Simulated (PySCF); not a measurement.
Radial density of Fe²⁺ (iron, charge +2)

UHF, [Ar] 3d5 4p1, high-spin 7P determinant (an excited configuration). All numbers are calculated (PySCF 2.14, no relativity, point nucleus, in aug-cc-pVTZ with one added diffuse shell each of s, p, d, f, g type (9s8p6d4f3g, 118 functions)).

```tsv
r (bohr)	4πr²ρ (e/bohr)	4πr²(ρα − ρβ)
0.00104	0.1526	0.0000
0.00175	0.4160	0.0000
0.00294	1.107	0.0000
0.00494	2.821	0.0001
0.00830	6.702	0.0001
0.0140	14.15	0.0004
0.0235	24.53	0.0012
0.0395	31.12	0.0046
0.0665	26.80	0.0198
0.112	25.98	0.0842
0.188	34.86	0.3928
0.316	20.01	1.7812
0.532	14.23	4.5638
0.895	13.80	4.5097
1.51	3.018	1.6141
2.53	0.5719	0.5532
4.26	0.1336	0.1336
7.16	0.001401	0.0014
```
